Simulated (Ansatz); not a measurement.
CH$_{9}$AlO$_{2}$Si$_{2}$ (SMILES [CH3][Al]([O][SiH3])[O][SiH3]), singlet, at a GFN2-xTB geometry (such geometries of metal compounds can be far from the true shape), with bond 14-12 at 1.5 times its length; HF/STO-3G run with Ansatz (a program for electronic structure).

The Ansatz input:
Ansatz 0.2 input:
```yaml
crystal:
  periodic: [false, false, false]
  atoms:
    - {symbol: Al, position_ang: [0.32822742, 0.51741072, 0.46892231]}
    - {symbol: C, position_ang: [1.16848016, 1.86037234, 1.66597219]}
    - {symbol: H, position_ang: [1.79239289, 1.38246890, 2.42004864]}
    - {symbol: H, position_ang: [0.41324739, 2.46018410, 2.17392398]}
    - {symbol: H, position_ang: [1.79207614, 2.55355308, 1.10100796]}
    - {symbol: O, position_ang: [-0.78572777, 0.98862120, -0.69801574]}
    - {symbol: Si, position_ang: [-1.87081817, 1.39148817, -1.84213483]}
    - {symbol: H, position_ang: [-3.19780629, 1.07484934, -1.30942585]}
    - {symbol: H, position_ang: [-1.56441436, 0.61829392, -3.04673104]}
    - {symbol: H, position_ang: [-1.71333385, 2.83047692, -2.07166942]}
    - {symbol: O, position_ang: [0.70859396, -1.11571406, 0.58712668]}
    - {symbol: Si, position_ang: [1.04257281, -2.70645677, 0.66099281]}
    - {symbol: H, position_ang: [-0.19532967, -3.40007236, 1.02218297]}
    - {symbol: H, position_ang: [2.58154623, -2.94506183, 2.21319449]}
    - {symbol: H, position_ang: [1.53928084, -3.11649754, -0.65385383]}
basis:
  gaussian:
    orbitals: STO-3G
hamiltonian:
  xc: hf
```

What the program printed (banner, timings and long lists left out):

```
Functional definition: HF
618 factors; integrals over basis functions are off by at most 4.7e-5 eV
mean field evaluation 1: about -27222.0730 eV, gradient 3.3e1 eV
mean field evaluation 2: about -27222.1713 eV, gradient 3.3e1 eV
mean field evaluation 4: about -27226.4368 eV, gradient 1.9e0 eV
mean field evaluation 8: about -27226.4554 eV, gradient 2.5e-2 eV
mean field -27226.45541775 eV, -1000.5537818481 hartree, gradient 3.8e-5 eV, S^2 0.000000; 0 other end points of the search recorded, 0 dependent functions left out
reference -27226.45541775 eV, -1000.5537818481 hartree; 36, 36 occupied and 15, 15 virtual orbitals, 618 factors
Total energy: -27226.45541775 eV, -1000.5537818481 hartree
```
